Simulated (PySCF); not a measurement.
Computed shifts of a molecule C5H9N, B3LYP/pcSseg-1 in PySCF, GIAO, gas phase, equivalent atoms averaged, in ppm (number of nuclei): ¹³C: 154.7 (1), 121.0 (1), 39.2 (1), 24.7 (1), 21.6 (1). ¹⁵N: 58.0 (1). ¹H: 6.20 (1), 5.60 (1), 5.50 (1), 1.02 (1), 0.97 (1), 0.95 (1), 0.78 (1), 0.59 (1), 0.37 (1). References: ¹³C against TMS (σ = 181.3 ppm); ¹⁵N against NH3 (σ = 265.5 ppm); ¹H against TMS (σ = 31.68 ppm), references at their B3LYP-D3(BJ)/def2-TZVP geometries, non-relativistic. Geometry: PBE0-D3(BJ)/def2-SVP. One conformer was computed; it need not be the lowest.

### Question
Pick the molecule that these values belong to.
(A) C=C(C)/C=N/C
(B) CCC#CCN
(C) C=C=C(C)CN
(D) C=CC1(N)CC1

### Answer
D, C=CC1(N)CC1
